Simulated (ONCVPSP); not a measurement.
Transferability test, ONCV potential for Ge

Ge (Z = 32), optimised norm-conserving Vanderbilt (ONCV), made with ONCVPSP 4.0.1 (PBEsol, scalar-relativistic). Core [Ar], reference 3d10 4s2 4p0.5 (charge +1.5). Waves: 4s: rc 1.55 bohr, ncon 3, nbas 6, qcut 3.8 1/bohr, 2 projectors, debl 3.7 Ha; 4p: rc 2.25 bohr, ncon 4, nbas 7, qcut 3.4 1/bohr, 2 projectors, debl 3.1 Ha; 3d: rc 0.85 bohr, ncon 4, nbas 9, qcut 18.9 1/bohr, 2 projectors, debl 3 Ha. Local part: polynomial inside 0.75 bohr (lpopt 2, dvloc0 2 Ha). Core correction: none.

Energies are relative to the spin-unpolarised reference configuration 3d10 4s2 4p0.5; without spin polarisation the order of configurations can differ from experiment.

```json
{"valence configuration": "3d10 4s2 4p1", "charge": "+1", "ΔE all-electron (eV)": "-6.656", "error AE − PS (meV)": "+0.1"}
{"valence configuration": "3d10 4s2 4p0", "charge": "+2", "ΔE all-electron (eV)": "8.794", "error AE − PS (meV)": "-2.2"}
{"valence configuration": "3d10 4s2 4p1.5", "charge": "+0.5", "ΔE all-electron (eV)": "-11.304", "error AE − PS (meV)": "-0.7"}
```

(1) What are ΔE and the potential's error for 3d10 4s2 4p2?

Levels in the configuration 3d10 4s2 4p1:

```json
{"level": "3d", "all-electron (eV)": "-38.338", "pseudo (eV)": "-38.365"}
{"level": "4s", "all-electron (eV)": "-19.893", "pseudo (eV)": "-19.890"}
{"level": "4p", "all-electron (eV)": "-11.257", "pseudo (eV)": "-11.254"}
```

Note: no bound ghost flagged; GHOST(+) flagged for s at 41.7 eV, p at 129.5 eV.

Results:

(1) ΔE = -14.109 eV all-electron; the error (AE − PS) is -1.6 meV.
